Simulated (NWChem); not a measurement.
Molecule: AlI₂Cl; SMILES [Cl][Al]([I])[I]

Program: NWChem. Pople sets run with spherical d functions. All runs use the structure optimised with PBE-D3(BJ)/def2-SVP (def2 core potentials past Kr).

Problem. Estimate the computed values for Hartree-Fock/6-311G**, non-relativistic. Quantities: highest occupied level (eV); orbital gap (eV); dipole (D).

Solution. 
| Quantity | Value |
|---|---|
| highest occupied level (eV) | -10.50 |
| orbital gap (eV) | 11.34 |
| dipole (D) | 0.74 |
